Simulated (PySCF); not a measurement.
**Gallium: a sound run and one with changed settings**

Sound run: Ga²⁺ [Ar] 3d10 4s1, Ga³⁺ [Ar] 3d10. All numbers are calculated (PySCF 2.14, scalar relativity by spin-free X2C-1e, in x2c-SVPall). The sound run starts from symmetry-adapted Hartree-Fock orbitals and uses a fine grid where one is needed.

Changed run: initial guess 1e, at most 50 SCF cycles.

```
species  method  sound run (hartree)  changed run (hartree)  converged
   Ga²⁺     UHF          -1940.93852            -1940.93852        yes
   Ga²⁺     LDA          -1939.33396            -1939.33396        yes
   Ga²⁺    MN15          -1943.68522            -1943.68522        yes
   Ga³⁺     UHF          -1939.85187            -1939.85187        yes
   Ga³⁺     LDA          -1938.16770            -1938.16770        yes
   Ga³⁺    MN15          -1942.56553            -1942.56553        yes
```

Here the plain start reaches the same solutions.
